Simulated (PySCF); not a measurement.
C3H7AlSi.
Bonds: C1–C2 (triple), C2–Al3, Al3–C4, C4–Si5. Hydrogens: H6 on C1; H7 on Al3; H8, H9 on C4; H10, H11, H12 on Si5.

Theory: PBE0-D3(BJ)/def2-SVP geometry optimisation, gas phase (PySCF).

Task: How far are the bound atoms from Al3?

Result: 3 atoms: H7 1.584 Å, C2 1.915 Å, C4 1.947 Å. The nearest atom not counted as bound is H9, at 2.53 Å (others tie with it).

Task: List the angles at Al3.

Result: 
| angle | degrees | distance of the outer atoms (Å) |
| --- | --- | --- |
| C4–Al3–H7 | 122.1 | 3.09 |
| C2–Al3–H7 | 119.0 | 3.02 |
| C2–Al3–C4 | 118.9 | 3.33 |

Task: What is the shape at Al3?

Result: Planar: angles 122.1°, 119.0° and 118.9°, sum 360.0°, 0.00 Å off the plane of its three neighbours. The Al–C distances aren't all alike: 1.915 to 1.947 Å.

Task: What are the other bond lengths?

Result: C1≡C2 1.222 Å; C4–Si5 1.878 Å; C1–H6 1.076 Å; C4–H8, C4–H9 1.105 Å; Si5–H10, Si5–H11, Si5–H12 1.497 Å.

Task: Give some angles away from the centre.

Result: C1–C2–Al3 179.7°, Al3–C4–Si5 114.7°.

Task: What are the rotational constants (commonest isotopes, rigid rotor)?

Result: A = 6085, B = 1335, C = 1179 MHz: a near-prolate asymmetric top.

Point group: C1 (no symmetry element, even within 0.4 Å). Charge 0, singlet. Whether it is a minimum is left open (no frequencies).

Conformer computed: `[CH:1]#[C:2][AlH:3][CH2:4][SiH3:5]`: C2–Al3–C4–Si5 -85°.

One conformer stands for the species.
